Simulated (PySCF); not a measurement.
**Spin-orbit coupling and the fourth ionisation energy along group 15**

Two-component X2C-1e calculated with PySCF 2.14: MP2 on generalised Hartree-Fock spinors (GMP2), with spin-orbit coupling off and on (screened by Boettger's factors); no Breit or QED terms. Values in eV; the references (NIST) lie between the lowest levels. Elements whose determinants are no pure J levels are left out.

| element | configurations | spin-free | with spin-orbit | shift | reference |
| --- | --- | --- | --- | --- | --- |
| N (x2c-TZVPPall-2c, 1s2 frozen) | [He] 2s2 → [He] 2s1 | 76.357 | 76.357 | 0.000 | 77.474 |
| P (x2c-TZVPPall-2c, [Ne] frozen) | [Ne] 3s2 → [Ne] 3s1 | 50.798 | 50.798 | 0.000 | 51.444 |
| As (x2c-TZVPPall-2c, [Ne] frozen) | [Ar] 3d10 4s2 → [Ar] 3d10 4s1 | 49.057 | 49.058 | 0.000 | 50.15 ± 0.06 |
| Sb (x2c-TZVPPall-2c, [Ar] 3d10 frozen) | [Kr] 4d10 5s2 → [Kr] 4d10 5s1 | 43.586 | 43.589 | 0.003 | 43.804 ± 0.025 |
| Bi (x2c-TZVPPall-2c, [Kr] 4d10 4f14 frozen) | [Xe] 4f14 5d10 6s2 → [Xe] 4f14 5d10 6s1 | 44.758 | 44.790 | 0.033 | 45.37 ± 0.06 |

What remains against the references is mostly the basis and correlation beyond MP2.
